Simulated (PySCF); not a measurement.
## Electric field gradients and quadrupole coupling constants

Compound: C5H9NOSi.
Cartesian coordinates in Å at the GFN2-xTB level; atoms count from 1:
```xyz
17
C5H9NOSi angstrom
C     -2.4826   -1.1415    0.2760
C     -1.9743   -0.0173   -0.6135
O     -0.5985    0.1529   -0.4117
Si     0.4296    1.1957   -1.0940
C      2.0586    0.7537   -0.2714
C      2.2146   -0.2073    0.6408
C      3.4556   -0.5073    1.2332
N      4.4694   -0.7492    1.7142
H     -3.5498   -1.2792    0.1260
H     -1.9679   -2.0683    0.0355
H     -2.2988   -0.9022    1.3204
H     -2.1610   -0.2522   -1.6683
H     -2.4949    0.9191   -0.3796
H      0.0695    2.5886   -0.8063
H      0.5199    1.0071   -2.5462
H      2.9268    1.3277   -0.5682
H      1.3769   -0.8081    0.9697
```

Field gradients from the PBE0/pcSseg-1 density (PySCF, non-relativistic), principal values in atomic units, ordered |Vxx| ≤ |Vyy| ≤ |Vzz|:

| atom | Vxx | Vyy | Vzz |
| --- | --- | --- | --- |
| O3 | -0.4859 | -1.1946 | 1.6805 |
| N8 | 0.4722 | 0.5004 | -0.9726 |

Q: Find the asymmetry η = (Vxx − Vyy)/Vzz and the couplings χ = eQV/h (234.96 MHz × Q in barn × V in au), with Q(17O) = −0.0256 b, Q(14N) = 0.02044 b.

A: 
```csv
atom,environment,nucleus,η,χzz (MHz),χxx (MHz),χyy (MHz)
O3,silyl ether oxygen,17O,0.42,-10.11,2.92,7.19
N8,nitrile nitrogen,14N,0.03,-4.671,2.268,2.403
```

The gradient is axial or nearly so (η below 0.05) at N8. 

Q: What is Vzz at N8 in SI units (1 au = 9.71736 × 10²¹ V/m²)?

A: -0.9726 au = -9.451 × 10²¹ V/m².

Q: And the gradient at the other heavy atoms, for which no coupling is worked out here?

A: 
| atom | environment | Vzz (au) | η |
| --- | --- | --- | --- |
| C1 | methyl carbon | 0.070 | 0.31 |
| C2 | sp3 carbon bound to oxygen | 0.423 | 0.10 |
| Si4 | oxygen-bound silicon | 0.404 | 0.42 |
| C5 | alkene CH carbon | 0.417 | 0.21 |
| C6 | alkene CH carbon | -0.274 | 0.80 |
| C7 | nitrile carbon | -0.399 | 0.05 |

Q: What couplings would deuterons (Q(2H) = 0.00286 b) have in place of the hydrogens, at this geometry?

A: 
| atom | bonded to | bond length (Å) | Vzz (au) | η | χzz (kHz) |
| --- | --- | --- | --- | --- | --- |
| H9 | C1 | 1.086 | 0.3166 | 0.03 | 213 |
| H10 | C1 | 1.087 | 0.3144 | 0.02 | 211 |
| H11 | C1 | 1.087 | 0.3144 | 0.02 | 211 |
| H12 | C2 | 1.097 | 0.2870 | 0.08 | 193 |
| H13 | C2 | 1.097 | 0.2870 | 0.08 | 193 |
| H14 | Si4 | 1.467 | 0.1556 | 0.04 | 105 |
| H15 | Si4 | 1.467 | 0.1555 | 0.04 | 105 |
| H16 | C5 | 1.082 | 0.3229 | 0.04 | 217 |
| H17 | C6 | 1.082 | 0.3171 | 0.06 | 213 |

The structure is a single GFN2-xTB conformer in the gas phase; no vibrational or solvent corrections. GFN2-xTB bond lengths can be off by several hundredths of an ångström, more for odd bonds, and the gradients follow them. With so small a basis the couplings can be 20 % off.

The run behind these numbers computed NMR shieldings as well. Hardware: Intel Xeon 6975P-C, one thread, no GPU, shared host. Cost: 21 s, 0.83 GiB resident at most.
